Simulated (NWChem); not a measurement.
System: C2H8InN; SMILES [CH3][In]([CH3])[NH2]

Parts of the log:

```
             Northwest Computational Chemistry Package (NWChem) 7.3.0
             --------------------------------------------------------

 CS  symmetry detected

                             Geometry "geometry" -> ""
                             -------------------------

 Output coordinates in angstroms (scale by  1.889725989 to convert to a.u.)

  No.       Tag          Charge          X              Y              Z
 ---- ---------------- ---------- -------------- -------------- --------------
    1 In                  49.0000    -0.01977750    -0.02684043     0.00000000
    2 C                    6.0000    -0.96367241     0.05632012    -2.02325384
    3 H                    1.0000    -1.17262388    -0.94842856    -2.38677085
    4 H                    1.0000    -1.89382441     0.61918051    -1.98002102
    5 H                    1.0000    -0.26936858     0.54752353    -2.70240298
    6 C                    6.0000    -0.96367241     0.05632012     2.02325384
    7 H                    1.0000    -1.17262388    -0.94842856     2.38677085
    8 H                    1.0000    -0.26936858     0.54752353     2.70240298
    9 H                    1.0000    -1.89382441     0.61918051     1.98002102
   10 N                    7.0000     2.02893645     0.10650721     0.00000000
   11 H                    1.0000     2.50112252    -0.27138078     0.81399791
   12 H                    1.0000     2.50112252    -0.27138078    -0.81399791

 Effective nuclear repulsion energy (a.u.)     362.1496663106

      Symmetry information
      --------------------

 Group name             Cs
 Group number              2
 Group order               2
 No. of unique centers     7

                                Z-matrix (autoz)
                                --------

 Units are Angstrom for bonds and degrees for angles

      Type          Name      I     J     K     L     M      Value
      ----------- --------  ----- ----- ----- ----- ----- ----------
    1 Stretch                  1     2                       2.23415
    2 Stretch                  1     6                       2.23415
    3 Stretch                  1    10                       2.05305
    4 Stretch                  2     3                       1.08873
    5 Stretch                  2     4                       1.08805
    6 Stretch                  2     5                       1.08839
    7 Stretch                  6     7                       1.08873
    8 Stretch                  6     8                       1.08839
    9 Stretch                  6     9                       1.08805
   10 Stretch                 10    11                       1.01408
   11 Stretch                 10    12                       1.01408
   12 Bend                     1     2     3               110.43273
   13 Bend                     1     2     4               110.14792
   14 Bend                     1     2     5               108.20280
   15 Bend                     1     6     7               110.43273
   16 Bend                     1     6     8               108.20280
   17 Bend                     1     6     9               110.14792
   18 Bend                     1    10    11               116.13226
   19 Bend                     1    10    12               116.13226
   20 Bend                     2     1     6               129.80976
   21 Bend                     2     1    10               114.78258
   22 Bend                     3     2     4               109.06274
   23 Bend                     3     2     5               109.30437
   24 Bend                     4     2     5               109.67404
   25 Bend                     6     1    10               114.78258
   26 Bend                     7     6     8               109.30437
   27 Bend                     7     6     9               109.06274
   28 Bend                     8     6     9               109.67404
   29 Bend                    11    10    12               106.77714
   30 Torsion                  2     1     6     7          92.55809
   31 Torsion                  2     1     6     8        -147.84636
   32 Torsion                  2     1     6     9         -27.96839
   33 Torsion                  2     1    10    11        -157.47141
   34 Torsion                  2     1    10    12         -30.68708
   35 Torsion                  3     2     1     6         -92.55809
   36 Torsion                  3     2     1    10          97.09751
   37 Torsion                  4     2     1     6          27.96839
   38 Torsion                  4     2     1    10        -142.37601
   39 Torsion                  5     2     1     6         147.84636
   40 Torsion                  5     2     1    10         -22.49804
   41 Torsion                  6     1    10    11          30.68708
   42 Torsion                  6     1    10    12         157.47141
   43 Torsion                  7     6     1    10         -97.09751
   44 Torsion                  8     6     1    10          22.49804
   45 Torsion                  9     6     1    10         142.37601

                           NWChem Geometry Optimization
                           ----------------------------

 maximum gradient threshold         (gmax) =   0.000450
 rms gradient threshold             (grms) =   0.000300
 maximum cartesian step threshold   (xmax) =   0.001800
 rms cartesian step threshold       (xrms) =   0.001200
 fixed trust radius                (trust) =   0.300000
 source of zmatrix                         =   autoz

          -------------------
          Energy Minimization
          -------------------

 Using diagonal initial Hessian
 Scaling for Hessian diagonals: bonds = 1.00  angles = 0.25  torsions = 0.10

          --------
          Step   0

                                 NWChem DFT Module
                                 -----------------

 Summary of "ao basis" -> "ao basis" (spherical)
 ------------------------------------------------------------------------------
       Tag                 Description            Shells   Functions and Types
 ---------------- ------------------------------  ------  ---------------------
 In                         def2-svp                10       26   4s4p2d
 C                          def2-svp                 6       14   3s2p1d
 H                          def2-svp                 3        5   2s1p
 N                          def2-svp                 6       14   3s2p1d

      Symmetry analysis of basis
      --------------------------

        a'         62
        a"         46

            General Information
            -------------------
          SCF calculation type: DFT
          Wavefunction type:  closed shell.
          No. of atoms     :    12
          No. of electrons :    48
           Alpha electrons :    24
            Beta electrons :    24
          Charge           :     0
          Spin multiplicity:     1
          Use of symmetry is: on ; symmetry adaption is: on
          Maximum number of iterations: 150
          AO basis - number of functions:   108
                     number of shells:    52
          Convergence on energy requested:  1.00D-06
          Convergence on density requested:  1.00D-05
          Convergence on gradient requested:  5.00D-04

              XC Information
              --------------
          PerdewBurkeErnzerhof Exchange Functional  1.000
            Perdew 1991 LDA Correlation Functional  1.000 local
           PerdewBurkeErnz. Correlation Functional  1.000 non-local

             Grid Information
             ----------------
          Grid used for XC integration:  medium
          Radial quadrature: Mura-Knowles
          Angular quadrature: Lebedev.
          Tag              B.-S. Rad. Rad. Pts. Rad. Cut. Ang. Pts.
          ---              ---------- --------- --------- ---------
          In                  1.55      123           9.0       590
          C                   0.70       49          12.0       434
          H                   0.35       45          13.0       434
          N                   0.65       49          11.0       434
          Grid pruning is: on
          Number of quadrature shells:   401
          Spatial weights used:  Erf1

           DFT-D3BJ Model
          s6 scale factor  :        1.000000000000
          s8 scale factor  :        0.787500000000
          a1 parameter     :        0.428900000000
          a2 parameter     :        4.440700000000
              vdW contrib  :       -0.007153425601

      Superposition of Atomic Density Guess
      -------------------------------------

 Sum of atomic energies:        -351.53833661

      Non-variational initial energy
      ------------------------------

 Total energy =    -324.360872
 1-e energy   =    -888.671666
 2-e energy   =     375.223796
 HOMO         =      -0.303894
 LUMO         =      -0.022426

      Symmetry analysis of molecular orbitals - initial
      -------------------------------------------------

  Numbering of irreducible representations:

     1 a'          2 a"

  Orbital symmetries:

     1 a'          2 a'          3 a"          4 a'          5 a'
     6 a"          7 a'          8 a'          9 a'         10 a"
    11 a'         12 a"         13 a'         14 a"         15 a'
    16 a"         17 a'         18 a'         19 a'         20 a"
    21 a"         22 a'         23 a'         24 a"         25 a'
    26 a'         27 a'         28 a"         29 a'         30 a'
    31 a"         32 a'         33 a'         34 a"

[...]

      ----------------------
      Optimization converged
      ----------------------

  Step       Energy      Delta E   Gmax     Grms     Xrms     Xmax
  ---- ---------------- -------- -------- -------- -------- --------
@   25    -325.61685915 -2.1D-08  0.00001  0.00000  0.00037  0.00173
                                     ok       ok       ok       ok

                                Z-matrix (autoz)
                                --------

 Units are Angstrom for bonds and degrees for angles

      Type          Name      I     J     K     L     M      Value     Gradient
      ----------- --------  ----- ----- ----- ----- ----- ---------- ----------
    1 Stretch                  1     2                       2.17824    0.00000
    2 Stretch                  1     6                       2.17824    0.00000
    3 Stretch                  1    10                       2.04927    0.00001
    4 Stretch                  2     3                       1.10763   -0.00001
    5 Stretch                  2     4                       1.10766    0.00001
    6 Stretch                  2     5                       1.10677    0.00000
    7 Stretch                  6     7                       1.10763   -0.00001
    8 Stretch                  6     8                       1.10677    0.00000
    9 Stretch                  6     9                       1.10766    0.00001
   10 Stretch                 10    11                       1.02255    0.00001
   11 Stretch                 10    12                       1.02255    0.00001
   12 Bend                     1     2     3               110.13380   -0.00000
   13 Bend                     1     2     4               110.08820    0.00001
   14 Bend                     1     2     5               110.07149   -0.00000
   15 Bend                     1     6     7               110.13380   -0.00000
   16 Bend                     1     6     8               110.07149   -0.00000
   17 Bend                     1     6     9               110.08820    0.00001
   18 Bend                     1    10    11               124.33139   -0.00000
   19 Bend                     1    10    12               124.33139   -0.00000
   20 Bend                     2     1     6               132.24638   -0.00001
   21 Bend                     2     1    10               113.86119    0.00000
   22 Bend                     3     2     4               108.29624   -0.00000
   23 Bend                     3     2     5               109.11595    0.00000
   24 Bend                     4     2     5               109.09887   -0.00000
   25 Bend                     6     1    10               113.86119    0.00000
   26 Bend                     7     6     8               109.11595    0.00000
   27 Bend                     7     6     9               108.29624   -0.00000
   28 Bend                     8     6     9               109.09887   -0.00000
   29 Bend                    11    10    12               110.47795   -0.00000
   30 Torsion                  2     1     6     7          58.01490    0.00000
   31 Torsion                  2     1     6     8         178.36651    0.00000
   32 Torsion                  2     1     6     9         -61.33214   -0.00000
   33 Torsion                  2     1    10    11         175.07305   -0.00000
   34 Torsion                  2     1    10    12           6.70693    0.00000
   35 Torsion                  3     2     1     6         -58.01490   -0.00000
   36 Torsion                  3     2     1    10         119.78591   -0.00000
   37 Torsion                  4     2     1     6          61.33214    0.00000
   38 Torsion                  4     2     1    10        -120.86705    0.00000
   39 Torsion                  5     2     1     6        -178.36651   -0.00000
   40 Torsion                  5     2     1    10          -0.56570   -0.00000
   41 Torsion                  6     1    10    11          -6.70693   -0.00000
   42 Torsion                  6     1    10    12        -175.07305    0.00000
   43 Torsion                  7     6     1    10        -119.78591    0.00000
   44 Torsion                  8     6     1    10           0.56570    0.00000
   45 Torsion                  9     6     1    10         120.86705   -0.00000

                         Geometry "geometry" -> "geometry"
                         ---------------------------------

 Output coordinates in angstroms (scale by  1.889725989 to convert to a.u.)

  No.       Tag          Charge          X              Y              Z
 ---- ---------------- ---------- -------------- -------------- --------------
    1 In                  49.0000    -0.07477022     0.01663377     0.00000000
    2 C                    6.0000    -0.95560595    -0.02211295    -1.99181718
    3 H                    1.0000    -1.57424688    -0.93224893    -2.11747857
    4 H                    1.0000    -1.60546612     0.86294014    -2.13770006
    5 H                    1.0000    -0.15862191    -0.01671677    -2.75975488
    6 C                    6.0000    -0.95560595    -0.02211295     1.99181718
    7 H                    1.0000    -1.57424688    -0.93224893     2.11747857
    8 H                    1.0000    -0.15862191    -0.01671677     2.75975488
    9 H                    1.0000    -1.60546612     0.86294014     2.13770006
   10 N                    7.0000     1.97441442     0.03478836     0.00000000
   11 H                    1.0000     2.55033147     0.12547566     0.84006511
   12 H                    1.0000     2.55033147     0.12547566    -0.84006511

 Effective nuclear repulsion energy (a.u.)     365.8616189147

      Symmetry information
      --------------------

 Group name             Cs
 Group number              2
 Group order               2
 No. of unique centers     7

                Final and change from initial internal coordinates
                --------------------------------------------------

                                Z-matrix (autoz)
                                --------

 Units are Angstrom for bonds and degrees for angles

[...]
```

Level: PBE-D3(BJ)/def2-SVP with def2 effective core potentials on In. Not confirmed as a minimum by frequencies. def2 effective core potentials on In; no spin-orbit coupling.

### Question
Reconstruct the input file.

### Answer
One answer among several that fit: the input that was run:
```
start job
memory heap 200 mb stack 900 mb global 1100 mb
geometry units angstroms
  In    -0.006367    -0.005981    -0.036271
  C     -1.656084    -1.506646    -0.169934
  H     -1.431712    -2.251300    -0.931822
  H     -2.592596    -1.012738    -0.420661
  H     -1.748204    -1.997673     0.797014
  C      0.226786     1.959530    -1.072513
  H      0.789453     1.837642    -1.996566
  H      0.766693     2.632000    -0.408535
  H     -0.749959     2.379373    -1.303953
  N      1.362128    -0.361802     1.452226
  H      2.276093     0.059890     1.328779
  H      1.518574    -1.334626     1.691905
end
basis spherical
  * library def2-svp
end
ecp
  In library def2-ecp
end
dft
  xc xpbe96 cpbe96
  disp vdw 4
  iterations 150
end
driver
  maxiter 120
end
task dft optimize
```
